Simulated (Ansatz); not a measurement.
Total energies of C₂H₆F₂InN, SMILES `C[N](C)[In]([F])[F]`.

```xyz
12

C     1.0464   -0.7149    0.7268
N     0.0595    0.1179    0.0811
C     0.5543    0.8078   -1.0865
In   -1.8821   -0.1068    0.4222
F    -3.2555    0.8615   -0.5410
F    -2.5850   -1.1712    1.8802
H     1.8986   -0.1048    1.0566
H     1.4397   -1.4940    0.0574
H     0.6326   -1.2075    1.6089
H    -0.2200    1.4335   -1.5347
H     0.9190    0.1152   -1.8593
H     1.3924    1.4631   -0.8117
```

Total charge 0; spin multiplicity 1. Correlated methods include outer-core shells of In, which these sets cover unevenly. In takes the def2 core potential. Geometry: relaxed with PBE0-D4/def2-TZVP. It is one conformer, not always the lowest. Basis def2-TZVPP, Ansatz 0.2.0.

RPA on PBE orbitals: Hartree–Fock energy of these orbitals -521.85970 Eh, correlation -2.06638 Eh (frozen core).

| functional | kind | energy without D4 (Eh) | D4 term (kJ/mol) |
| --- | --- | --- | --- |
| LDA (SPW92) | LDA | -521.80232 | – |
| PBE | GGA | -524.22421 | -23.4 |
| revPBE | GGA | -524.52582 | -70.1 |
| BLYP | GGA | -524.46938 | -50.9 |
| r2SCAN | meta-GGA | -524.49734 | -5.8 |
| B97M-V | meta-GGA with VV10 | -524.50812 | – |
| PBE0 | global hybrid, 25 % exact exchange | -524.23283 | -19.9 |
| B3LYP | global hybrid, 20 % | -524.65942 | -37.6 |
| r2SCANh | meta-GGA hybrid, 10 % | -524.46442 | -6.2 |
| r2SCAN0 | meta-GGA hybrid, 25 % | -524.41729 | -6.9 |
| HSE06 (plane-wave form) | screened hybrid | -524.21582 | -18.6 |
| ωB97X-V | range-separated hybrid GGA with VV10 | -524.46142 | – |
| B2PLYP | double hybrid | -524.15330 | – |
| PBE-QIDH | double hybrid | -523.98995 | – |

Task: Give the same for BHLYP, CAM-B3LYP, LC-ωPBE, ωB97M-V. (Estimate.)

Result: Computed: 
```
functional                                       kind  energy without D4 (Eh)  D4 term (kJ/mol)
     BHLYP                        global hybrid, 50 %              -524.34759             -29.7
 CAM-B3LYP                     range-separated hybrid              -524.45409             -20.3
   LC-ωPBE                long-range corrected hybrid              -524.43268                 –
   ωB97M-V  range-separated hybrid meta-GGA with VV10              -524.42124                 –
```

B3LYP takes the VWN-RPA correlation (the form of Gaussian; ORCA's B3LYP/G). HSE06 is the plane-wave form, built on full-range PBE exchange. The double hybrids freeze the cores in their second-order part.

LC-ωPBE has ω = 0.4 bohr⁻¹.
